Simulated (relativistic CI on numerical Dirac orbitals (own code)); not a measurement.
## Ligand-field terms of d2

Computed with a parametric ligand-field model of a d^n configuration (Racah B and C, spin-orbit zeta, crystal field), exact diagonalisation.

Field parameters in Wybourne normalisation: Oh B⁴₀ = 21Dq, B⁴₄ = √(5/14) B⁴₀; Td as Oh with Dq negative (B⁴₀ = 21Dq, B⁴₄ = √(5/14) B⁴₀). The field is a parameter set, without covalency.

Question: A d2 ion in Oh symmetry has the ground term 3T1 and bands at 1T2 16978 cm⁻¹ (589 nm), 1E 17274 cm⁻¹ (579 nm), 3T2 19337 cm⁻¹ (517 nm), 3T1 32625 cm⁻¹ (307 nm), 1A1 34870 cm⁻¹ (287 nm), 3A2 40537 cm⁻¹ (247 nm). Which parameters reproduce them?

Answer: B = 1010, C = 5170, ζ = 0 cm⁻¹, Oh, 10Dq = 21200 cm⁻¹.

Question: A d2 ion in Td symmetry has the ground term 3A2 and bands at 1E 4671 cm⁻¹ (2141 nm), 1A1 8670 cm⁻¹ (1153 nm), 3T2 10800 cm⁻¹ (926 nm), 3T1 14018 cm⁻¹ (713 nm), 1T2 15424 cm⁻¹ (648 nm), 3T1 22882 cm⁻¹ (437 nm). Which parameters reproduce them?

Answer: B = 300, C = 1160, ζ = 0 cm⁻¹, Td, 10Dq = -10800 cm⁻¹.

Question: A d2 ion in Oh symmetry has the ground term 3T1 and bands at 3T2 4745 cm⁻¹ (2108 nm), 1T2 8093 cm⁻¹ (1236 nm), 1E 8437 cm⁻¹ (1185 nm), 3A2 10195 cm⁻¹ (981 nm), 3T1 12739 cm⁻¹ (785 nm), 1T2 14407 cm⁻¹ (694 nm). Which parameters reproduce them?

Answer: B = 580, C = 2150, ζ = 0 cm⁻¹, Oh, 10Dq = 5450 cm⁻¹.

Question: A d2 ion in Oh symmetry has the ground term 3T1 and bands at 3T2 6395 cm⁻¹ (1564 nm), 1T2 7886 cm⁻¹ (1268 nm), 1E 8127 cm⁻¹ (1230 nm), 3A2 13595 cm⁻¹ (736 nm), 3T1 13691 cm⁻¹ (730 nm), 1T2 15525 cm⁻¹ (644 nm). Which parameters reproduce them?

Answer: B = 540, C = 2160, ζ = 0 cm⁻¹, Oh, 10Dq = 7200 cm⁻¹.

Question: A d2 ion in Td symmetry has the ground term 3A2 and bands at 3T2 9750 cm⁻¹ (1026 nm), 3T1 15978 cm⁻¹ (626 nm), 1E 16604 cm⁻¹ (602 nm), 1T2 25953 cm⁻¹ (385 nm), 1A1 26318 cm⁻¹ (380 nm), 3T1 27222 cm⁻¹ (367 nm). Which parameters reproduce them?

Answer: B = 930, C = 4830, ζ = 0 cm⁻¹, Td, 10Dq = -9750 cm⁻¹.
